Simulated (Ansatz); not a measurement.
Consider the ligand exchange at a Ga–N bond: `CB[NH][GaH2]` + `F[SiH2]N[SiH3]` → `F[SiH2][N]([SiH3])[GaH2]` + `CBN`.

Program: Ansatz. Geometries: PBE0-D4/def2-TZVP. ΔE: electronic, gas phase. CCSD(T)/CBS adds triple-zeta CCSD(T) − MP2 to the extrapolated MP2 energy (def2 sets, frozen cores). This one scheme is used for every species. DFT in def2-TZVPP. For Ga outer-core shells are correlated without core-valence functions, which leaves a few kJ/mol of doubt a bond. Scalar relativity is left out up to krypton. One conformer a species, not always the lowest.

Q: Is it downhill or uphill in electronic energy at CCSD(T)/CBS, and by how much? (An estimate is asked.)

A: Ansatz gave: Downhill: ΔE = -23.9 kJ/mol.

Q: What do these levels give: ωB97X-V, ωB97M-V, PBE0, MP2/def2-TZVPP, HF/def2-QZVPP, HF/CBS(def2)? (Best estimate.)

A: The calculation gave: ωB97X-V -21.9, ωB97M-V -23.1, PBE0 -21.4, MP2/def2-TZVPP -24.6, HF/def2-QZVPP -15.3, HF/CBS(def2) -15.3 kJ/mol.

Largest T1 diagnostic among the species: 0.013.

In def2-TZVPP, CCSD(T) changes the Hartree–Fock value by −8.8 kJ/mol (the triples alone add −1.7 kJ/mol) and MP2 by −9.3 kJ/mol. The D4 term adds −5.8 kJ/mol with B3LYP and −3.2 kJ/mol with PBE0; it sums over pairs of atoms, weighted by their polarisabilities, and B3LYP, whose exchange is more repulsive, gets the larger term.

B3LYP here is the variant with VWN-RPA as its local correlation; programs differ in this.
